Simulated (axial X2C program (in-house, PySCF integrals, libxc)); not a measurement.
What spin–orbit coupling does to RuSi

All values were computed with an in-house all-electron X2C program for linear molecules (integrals from PySCF). Spin-free means the one-electron spin-free X2C Hamiltonian; two-component (2c) means X2C with spin–orbit coupling and atomic mean-field two-electron Coulomb and Gaunt terms, so the difference of the two also holds small scalar two-electron terms. Basis: Ru dyall-cv3z [12s12p8d5f3g], Si dyall-v3z [8s7p2d1f] (cores contracted in-house); Gaussian nuclei, density fitting, unrestricted open shells. Masses: Ru 101.904 u, Si 27.977 u.

Spin-free state: M_S = 1, Λ = 2 (beyond evenly filled blocks: σα, δ+α, δ+β, δ-α); fragments Ru + Si.

| level | Re (Å) | ωe (cm⁻¹) | De (eV) | μ (D) |
| --- | --- | --- | --- | --- |
| PBE0 | 2.086 | 485.3 | 3.542 | -1.28 |
| r2SCAN0 | 2.087 | 466.5 | 3.094 | -1.54 |

Dipoles are positive if Si is the positive end.

Two-component determinant lowest at the distance of the search:

Ω = 3 (⟨Sz⟩ = 1.00, ⟨Lz⟩ = 2.00 at PBE0); fragments Ru + Si.

```csv
level,Re (Å),ωe (cm⁻¹),μ (D)
PBE0,2.086,484.5,-1.29
r2SCAN0,2.087,465.9,-1.55
```

Problem. From the two tables, how do the constants change at the PBE0 level (2c against spin-free)?

Solution. At the PBE0 level Re stays the same within 0.001 Å and ωe drops by 0.8 cm⁻¹.

The state is one determinant whose occupation by symmetry is held fixed; it was picked as the lowest of a PBE0 search that is not exhaustive. Dissociation energies refer to the lowest single-determinant-based atoms at the same level and basis. De is not given where an atomic determinant may have missed its ground term or J level, or where the truncated virtual space spoils (T). Density functionals use the spin component along the axis (collinear). Other states lie close and PBE0, whose exact exchange favours high spin, may order them wrongly; the determinant shown need not be the ground state. The nearest other spin-free determinant of the search, M_S = 1, Λ = 0, lies 0.38 eV up at the distance of the search. Without a current term, density functionals place determinants with orbital angular momentum somewhat too high. With several unpaired electrons one determinant need not be a pure state. The determinant is spin-polarised beyond a pure state at some levels (its spin-free form has ⟨S²⟩ too high), which makes Re and μ there less reliable.
